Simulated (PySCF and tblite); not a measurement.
Values are calculated unless marked as measured or tabulated.
C5H4F4, numbered as in [F:1]/[CH:2]=[CH:3]/[CH:4]=[CH:5]\[C:6]([F:7])([F:8])[F:9].

The ensemble was built from 60 distance-geometry starts (ETKDG and KDG, MMFF94s, GFN2-xTB) and rests on GFN2-xTB geometries. Weights use PBE0-D3(BJ)/pcSseg-1 energies plus GFN2-xTB zero-point and thermal terms (modes under about 100 cm⁻¹ blended into free rotors). Symmetry numbers and mirror images are counted. Conformers within 2.5 kcal/mol (GFN2-xTB free energy) were kept, 6 at most. Programs: PySCF with density fitting and tblite.

An NOE distance is ⟨r⁻⁶⟩^(−1/6) over all pairs of like atoms and, for the average, over conformers.

Torsions listed: C2–C3–C4–C5. Of a mirror pair one member is shown.

| conformer | shape | weight % |
| --- | --- | --- |
| 1 | 180° | 99.8 |
| 2 | 32° | 0.2 |

(1) Which H–H contacts under 3.5 Å would NOEs report (pairs on one atom left out) at 298.15 K?

Results:

(1) 
| pair | in 1 (Å) | in 2 (Å) | average (Å) |
| --- | --- | --- | --- |
| H4 ··· H5 | 2.42 | 2.38 | 2.42 |
| H2 ··· H4 | 2.48 | 3.83 | 2.48 |
| H2 ··· H3 | 3.08 | 3.08 | 3.08 |
| H3 ··· H4 | 3.10 | 2.40 | 3.10 |

Longer pairs under the limit may be missing.


Conformer gaps in pcSseg-1 on xTB geometries can be 2 kcal/mol off for S=O, P=O and other polar bonds.